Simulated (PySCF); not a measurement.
Isomers of C2H13FSi5, mass 195.985 u with the commonest isotopes. Computed with PBE0/pcSseg-1 in PySCF (dipole) on a GFN2-xTB geometry, gas phase. One conformer each, none proved a minimum here; rigid rotors.

Question: Order these by radius of gyration √(Σ m r²/M), largest first.
A. `[CH3:1][CH2:2][Si@@H:3]1[SiH2:4][SiH2:5][Si@@H:6]([F:7])[SiH2:8]1` with C1–C2–Si3–Si4 57°, C2–Si3–Si4–Si5 -95°, Si3–Si4–Si5–Si6 -23°, Si4–Si5–Si6–F7 -96°, Si5–Si6–Si8–Si3 -4°
B. `[CH3:1][Si@@H:2]1[SiH2:3][SiH2:4][SiH2:5][Si@@H:6]1[CH2:7][F:8]` with Si5–Si6–C7–F8 -59°, C1–Si2–Si3–Si4 -134°, Si2–Si3–Si4–Si5 -2°, Si3–Si4–Si5–Si6 15°, Si4–Si5–Si6–C7 87°
C. `[CH3:1][CH2:2][Si@@H:3]1[SiH2:4][SiH2:5][Si@@H:6]1[SiH2:7][F:8]` with C1–C2–Si3–Si4 169°, Si5–Si6–Si7–F8 -57°
D. `[CH3:1][CH2:2][Si@@H:3]1[SiH2:4][SiH2:5][Si@H:6]1[SiH2:7][F:8]` with C1–C2–Si3–Si4 -64°, Si5–Si6–Si7–F8 55°

Answer: D (2.602 Å), C (2.463 Å), A (2.387 Å), B (2.326 Å).

Question: Order these by rotational constant A, smallest first.
A. `[CH3:1][CH2:2][Si@@H:3]1[SiH2:4][SiH2:5][Si@H:6]1[SiH2:7][F:8]` with C1–C2–Si3–Si4 -64°, Si5–Si6–Si7–F8 55°
B. `[CH3:1][CH2:2][Si@@H:3]1[SiH2:4][SiH2:5][Si@@H:6]([F:7])[SiH2:8]1` with C1–C2–Si3–Si4 57°, C2–Si3–Si4–Si5 -95°, Si3–Si4–Si5–Si6 -23°, Si4–Si5–Si6–F7 -96°, Si5–Si6–Si8–Si3 -4°
C. `[CH3:1][CH2:2][Si@@H:3]1[SiH2:4][SiH2:5][Si@H:6]([F:7])[SiH2:8]1` with C1–C2–Si3–Si4 56°, C2–Si3–Si4–Si5 -99°, Si3–Si4–Si5–Si6 -5°, Si4–Si5–Si6–F7 103°, Si5–Si6–Si8–Si3 21°
D. `[F:1][CH2:2][SiH:3]1[SiH2:4][SiH2:5][CH2:6][SiH2:7][SiH2:8]1` with F1–C2–Si3–Si4 -59°, C2–Si3–Si4–Si5 84°, Si3–Si4–Si5–C6 -11°, Si4–Si5–C6–Si7 67°, Si5–C6–Si7–Si8 -67°
E. `[CH3:1][Si@@H:2]1[SiH2:3][SiH2:4][SiH2:5][Si@@H:6]1[CH2:7][F:8]` with Si5–Si6–C7–F8 -59°, C1–Si2–Si3–Si4 -134°, Si2–Si3–Si4–Si5 -2°, Si3–Si4–Si5–Si6 15°, Si4–Si5–Si6–C7 87°
F. `[F:1][Si@H:2]1[CH2:3][SiH2:4][SiH2:5][SiH2:6][CH2:7][SiH2:8]1` with F1–Si2–C3–Si4 22°, Si2–C3–Si4–Si5 55°, C3–Si4–Si5–Si6 22°, Si4–Si5–Si6–C7 -78°

Answer: D (857.5 MHz), F (879.6 MHz), E (904.1 MHz), C (925.7 MHz), B (1055 MHz), A (1092 MHz).

Question: Order these by dipole moment, smallest first.
A. `[CH3:1][Si@@H:2]1[SiH2:3][SiH2:4][SiH2:5][Si@@H:6]1[CH2:7][F:8]` with Si5–Si6–C7–F8 -59°, C1–Si2–Si3–Si4 -134°, Si2–Si3–Si4–Si5 -2°, Si3–Si4–Si5–Si6 15°, Si4–Si5–Si6–C7 87°
B. `[CH3:1][CH2:2][Si@@H:3]1[SiH2:4][SiH2:5][Si@@H:6]([F:7])[SiH2:8]1` with C1–C2–Si3–Si4 57°, C2–Si3–Si4–Si5 -95°, Si3–Si4–Si5–Si6 -23°, Si4–Si5–Si6–F7 -96°, Si5–Si6–Si8–Si3 -4°
C. `[F:1][Si@H:2]1[CH2:3][SiH2:4][SiH2:5][SiH2:6][CH2:7][SiH2:8]1` with F1–Si2–C3–Si4 22°, Si2–C3–Si4–Si5 55°, C3–Si4–Si5–Si6 22°, Si4–Si5–Si6–C7 -78°
D. `[F:1][CH2:2][SiH:3]1[SiH2:4][SiH2:5][CH2:6][SiH2:7][SiH2:8]1` with F1–C2–Si3–Si4 -59°, C2–Si3–Si4–Si5 84°, Si3–Si4–Si5–C6 -11°, Si4–Si5–C6–Si7 67°, Si5–C6–Si7–Si8 -67°
E. `[CH3:1][CH2:2][Si@@H:3]1[SiH2:4][SiH2:5][Si@@H:6]1[SiH2:7][F:8]` with C1–C2–Si3–Si4 169°, Si5–Si6–Si7–F8 -57°

Answer: D (1.13 D), E (1.26 D), C (1.55 D), A (1.73 D), B (2.44 D).

```json
{"SMILES": "CC[Si@@H]1[SiH2][SiH2][Si@@H](F)[SiH2]1", "point group": "C1", "Ia (u·Å²)": "479.00", "Ib (u·Å²)": "780.31", "Ic (u·Å²)": "974.22", "κ": "-0.52", "μa (D)": "2.14", "μb (D)": "0.02", "μc (D)": "1.17"}
{"SMILES": "C[Si@@H]1[SiH2][SiH2][SiH2][Si@@H]1CF", "point group": "C1", "Ia (u·Å²)": "559.00", "Ib (u·Å²)": "650.91", "Ic (u·Å²)": "910.20", "κ": "0.27", "μa (D)": "1.35", "μb (D)": "0.78", "μc (D)": "0.76"}
{"SMILES": "FC[SiH]1[SiH2][SiH2]C[SiH2][SiH2]1", "point group": "Cs", "Ia (u·Å²)": "589.36", "Ib (u·Å²)": "660.69", "Ic (u·Å²)": "890.09", "κ": "0.36", "μa (D)": "1.12", "μb (D)": "0.00", "μc (D)": "0.14"}
{"SMILES": "CC[Si@@H]1[SiH2][SiH2][Si@H]1[SiH2]F", "point group": "C1", "Ia (u·Å²)": "462.89", "Ib (u·Å²)": "982.63", "Ic (u·Å²)": "1209.23", "κ": "-0.71", "μa (D)": "1.41", "μb (D)": "0.80", "μc (D)": "1.70"}
{"SMILES": "CC[Si@@H]1[SiH2][SiH2][Si@@H]1[SiH2]F", "point group": "C1", "Ia (u·Å²)": "554.92", "Ib (u·Å²)": "735.88", "Ic (u·Å²)": "1086.36", "κ": "-0.01", "μa (D)": "0.21", "μb (D)": "0.48", "μc (D)": "1.14"}
{"SMILES": "F[Si@H]1C[SiH2][SiH2][SiH2]C[SiH2]1", "point group": "C1", "Ia (u·Å²)": "574.57", "Ib (u·Å²)": "605.25", "Ic (u·Å²)": "983.03", "κ": "0.76", "μa (D)": "0.72", "μb (D)": "0.24", "μc (D)": "1.35"}
{"SMILES": "CC[Si@@H]1[SiH2][SiH2][Si@H](F)[SiH2]1", "point group": "C1", "Ia (u·Å²)": "545.93", "Ib (u·Å²)": "701.37", "Ic (u·Å²)": "873.31", "κ": "-0.18", "μa (D)": "1.00", "μb (D)": "0.37", "μc (D)": "0.74"}
```
